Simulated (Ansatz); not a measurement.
Reaction (substitution at a C–O bond): `C[O][Al]([NH2])[NH2]` + `CC(O)S` → `COC(C)S` + `[NH2][Al]([NH2])[OH]`

Isolated molecules relaxed with PBE0-D4/def2-TZVP in Ansatz; ΔE leaves out vibrations. CCSD(T)/CBS is the MP2 limit (def2-TZVPP, def2-QZVPP) plus CCSD(T) − MP2 in def2-TZVPP, frozen cores. This one scheme is used for every species. Functionals use def2-TZVPP. B3LYP here is the variant with VWN-RPA as its local correlation; programs differ in this. One conformer a species, not always the lowest.

| level | ΔE (eV) |
| --- | --- |
| B3LYP-D4 | -0.34 |
| r2SCAN | -0.37 |
| RPA@PBE/def2-TZVPP | -0.33 |
| MP2/def2-TZVPP | -0.40 |

Question: What does CCSD(T)/CBS give? (Estimate.)

Answer: Ansatz gave: -0.37 eV. The listed levels differ from it by 0.03, 0.00, 0.04, -0.03 eV.

Largest T1 diagnostic among the species: 0.011.

Leaving LDA and LC-ωPBE aside and taking each functional with its dispersion term where it has one, the values, not all of them listed here, spread over 0.05 eV, from r2SCAN-D4 to BHLYP-D4. LDA lies −0.06 eV from PBE without D4. In def2-TZVPP, CCSD(T) changes the Hartree–Fock value by −0.11 eV (the triples alone add −0.02 eV) and MP2 by −0.14 eV. At CCSD(T), def2-SVP lies +0.05 eV from the extrapolated value and def2-TZVPP +0.01 eV.
